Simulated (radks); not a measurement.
The numbers below are computed, except where a source is named.
Valence configurations of Nb III (all share [Kr]). Level of theory: Dirac Kohn-Sham, PBE, spin-unpolarised, spherical densities, point nucleus; open shells are shared between the two j in proportion to 2j + 1 (a radial shooting solver on a logarithmic mesh with Libxc functionals). Energies are relative to 4d3; eigenvalues in eV.

[
 {"valence": "4d3", "E (eV)": "0.000", "e(4d3/2)": "-19.218", "e(4d5/2)": "-19.018", "e(5p1/2)": "-", "e(5p3/2)": "-", "e(5s1/2)": "-"},
 {"valence": "4d2.5 5s0.5", "E (eV)": "1.242", "e(4d3/2)": "-20.553", "e(4d5/2)": "-20.344", "e(5p1/2)": "-", "e(5p3/2)": "-", "e(5s1/2)": "-17.631"},
 {"valence": "4d2 5s1", "E (eV)": "2.802", "e(4d3/2)": "-21.940", "e(4d5/2)": "-21.720", "e(5p1/2)": "-", "e(5p3/2)": "-", "e(5s1/2)": "-18.364"},
 {"valence": "4d2.5 5p0.5", "E (eV)": "3.664", "e(4d3/2)": "-21.041", "e(4d5/2)": "-20.830", "e(5p1/2)": "-13.277", "e(5p3/2)": "-13.010", "e(5s1/2)": "-"},
 {"valence": "4d1 5s2", "E (eV)": "6.925", "e(4d3/2)": "-24.821", "e(4d5/2)": "-24.580", "e(5p1/2)": "-", "e(5p3/2)": "-", "e(5s1/2)": "-19.852"},
 {"valence": "4d2 5p1", "E (eV)": "7.820", "e(4d3/2)": "-22.898", "e(4d5/2)": "-22.675", "e(5p1/2)": "-14.141", "e(5p3/2)": "-13.856", "e(5s1/2)": "-"},
 {"valence": "4d1 5p2", "E (eV)": "17.676", "e(4d3/2)": "-26.658", "e(4d5/2)": "-26.410", "e(5p1/2)": "-15.791", "e(5p3/2)": "-15.469", "e(5s1/2)": "-"},
 {"valence": "5s2 5p1", "E (eV)": "18.198", "e(4d3/2)": "-", "e(4d5/2)": "-", "e(5p1/2)": "-16.372", "e(5p3/2)": "-16.017", "e(5s1/2)": "-21.862"},
 {"valence": "5s1.5 5p1.5", "E (eV)": "21.067", "e(4d3/2)": "-", "e(4d5/2)": "-", "e(5p1/2)": "-16.616", "e(5p3/2)": "-16.258", "e(5s1/2)": "-22.128"},
 {"valence": "5s1 5p2", "E (eV)": "23.948", "e(4d3/2)": "-", "e(4d5/2)": "-", "e(5p1/2)": "-16.853", "e(5p3/2)": "-16.493", "e(5s1/2)": "-22.385"}
]

NIST lists [Kr] 4d3 as the ground configuration; this level of theory agrees among the configurations tried. The energies are those of spherical spin-averaged densities, not of single terms.
